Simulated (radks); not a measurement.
Pm+, 60 electrons, occupied as [Kr] 4d10 4f(5/2: 5, 7/2: 0) 5s2 5p(1/2: 2, 3/2: 3) 6s2 (not the ground configuration). All-electron calculation, Dirac Kohn-Sham, PBE, spin-unpolarised, spherical densities, finite nucleus; Fermi nuclear charge, rms radius 4.962 fm. Program: a radial shooting solver on a logarithmic mesh with Libxc functionals.

Radial electron density D(r) = 4 pi r^2 rho(r):

r (bohr)  D(r) (e/bohr)
0.003239          21.43
0.004389          32.09
0.005949          45.75
0.008062          61.07
0.01093           74.76
0.01481           82.15
0.02007           80.40
0.0272            73.82
0.03686           74.78
0.04996           90.67
0.06771           105.9
0.09176           97.07
0.1234            79.90
0.1672            87.18
0.2266            89.01
0.3071            53.38
0.4162            36.45
0.5641            43.03
0.7645            29.29
1.036             14.05
1.404             8.760
1.903             4.396
2.579             1.613
3.495            0.8700
4.737            0.3853
6.42            0.06993
8.701          0.003887

D(r) has 4 maxima, at r = 0.0162, 0.0716, 0.201, 0.555 bohr, and minima at 0.0314, 0.132, 0.400 bohr, inside which lie 2.02, 11.16, 29.15 electrons.
